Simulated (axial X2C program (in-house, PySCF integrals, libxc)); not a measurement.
Correcting the dissociation energy of GeS⁺ for spin–orbit coupling

A spin-free PBE0 curve (one-electron X2C) was computed with an in-house all-electron X2C program for linear molecules (integrals from PySCF), basis Ge dyall-v3z [9s9p7d1f], S dyall-v3z [8s7p2d1f] (cores contracted in-house), for the state M_S = 1/2, Λ = 1 (beyond evenly filled blocks: π+α, π+β, π-α). It gives D0 = 3.512 eV to Ge+ + S, which in a spin-free picture are the weighted means of the ground terms.

Measured levels of the ground terms (NIST Handbook of Basic Atomic Spectroscopic Data), in cm⁻¹: Ge+ 2P: J = 1/2 at 0, J = 3/2 at 1767.4; S 3P: J = 2 at 0, J = 1 at 396.1, J = 0 at 573.6.

The two components of the molecular doublet are 524 cm⁻¹ apart in the PBE0 2c search (Ω = 3/2 lower), so the lower one lies 262 cm⁻¹ under their mean.

(1) How far does each ground level lie under the (2J+1)-weighted mean of its term?

(2) Correct D0.

Second-order spin–orbit effects in the molecule, which grow quickly with Z, are left out. Occupations by symmetry block were frozen at the best pattern of an incomplete PBE0 search. Dissociation energies refer to the lowest single-determinant-based atoms at the same level and basis. Without a current term, density functionals place determinants with orbital angular momentum somewhat too high.

## Answers

(1) Ge+: (2 × 0 + 4 × 1767.4)/6 = 1178 cm⁻¹; S: (5 × 0 + 3 × 396.1 + 1 × 573.6)/9 = 196 cm⁻¹.

(2) D0 = 3.512 + (262 − 1374)/8065.5 = 3.374 eV at PBE0 with these spin–orbit terms.
